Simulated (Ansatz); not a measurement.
Reactions of CH4FNSi, SMILES `C=N[SiH2]F`.

Computed with Ansatz on PBE0-D4/def2-TZVP structures; ΔE is electronic, products minus reactants. CCSD(T)/CBS is the MP2 limit (def2-TZVPP, def2-QZVPP) plus CCSD(T) − MP2 in def2-TZVPP, frozen cores. This one scheme is used for every species. Elements past krypton have def2 core potentials. For Ga, I outer-core shells are correlated without core-valence functions, which leaves a few kJ/mol of doubt a bond. Scalar relativity is left out up to krypton. One conformer a species, not always the lowest.

**Question.** Order these by ΔE at CCSD(T)/CBS, lowest first. (An estimate is asked.)
A. `C=N[SiH2]F` + `N[Si](F)(Cl)Cl` → `F[SiH2]N[Si](F)(Cl)Cl` + `C=N`
B. `C=N[SiH2]F` + `[F][Ga]([F])[I]` → `C=N[SiH](F)F` + `[F][GaH][I]`
C. `C=N[SiH2]F` + `FBN[SiH3]` → `C=N[SiH2]N[SiH3]` + `FBF`

**Answer.** B (-0.91 eV), A (-0.23 eV), C (+0.52 eV).

Largest T1 diagnostic: 0.013, for `FBF`.
